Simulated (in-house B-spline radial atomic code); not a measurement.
Results of a calculation; reference values are marked as such.
## Ar ion on Ge atom: potential, deflection and energy transfer

The pair potential comes from two frozen, spherical free-atom densities (PBE, B-spline radial code, scalar-relativistic past argon): electrostatics plus the change in Thomas-Fermi kinetic and Dirac exchange energy where they overlap, the recipe behind the universal ZBL potential, which averages such potentials (from solid-state densities) over many pairs. It is written V = (Z1 Z2 e²/r) φ(r/a), with e² = 14.3996 eV·Å and a = 0.46850 Å/(Z1^0.23 + Z2^0.23); ZBL's fit is φ = 0.18175 e^(−3.1998x) + 0.50986 e^(−0.94229x) + 0.28022 e^(−0.4029x) + 0.02817 e^(−0.20162x). Where φ falls below 4e-4 it is continued as an exponential.

Masses 39.95 and 72.63 u.

```
x = r/a  φ, this pair    φ, ZBL
    0.1        0.8938    0.8928
    0.5        0.6251    0.6096
    1.5        0.3135    0.2995
      3        0.1366    0.1292
      5       0.05454   0.05224
      8       0.01859   0.01705
     12      0.005077   0.00474
     17      0.001084  0.001212
```

Problem. At x = 0.5 the electrostatic, kinetic and exchange parts are 76837.88, 15772.45 and -464.78 eV. Find r, V and φ.

Solution. a = 0.46850/(1.9441 + 2.2191) = 0.11253 Å, so r = 0.05627 Å. V = 76837.88 + 15772.45 + (-464.78) = 92145.55 eV. The bare repulsion is 18 × 32 × 14.3996/0.05627 = 147410 eV, so φ = 0.6251, +2.6 % against ZBL's 0.6096. The kinetic (Pauli) term is 17 % of V here.

Problem. The ion comes in at 11.42 keV with impact parameter 0.0563 Å. The scattering integral gives a centre-of-mass angle of 140.8° and a closest approach of 2.199 a. What are the reduced energy, the energy passed on and the laboratory angles?

Solution. ε = E a M2/(Z1 Z2 e² (M1 + M2)) = 11420 × 8.7531e-06 = 0.1. The most that one collision can pass on is γE with γ = 4 M1 M2/(M1 + M2)² = 0.9157. Here T = γE sin²(θ/2) = 0.9157 × 11420 × 0.8875 = 9285 eV. The ion turns by arctan(sin θ/(cos θ + M1/M2)) = 109.6° (second quadrant: it bounces back), and the struck atom leaves at (180° − θ)/2 = 19.6°. The closest approach is 0.248 Å. With ZBL the angle would be 139.86° and T = 9230 eV.
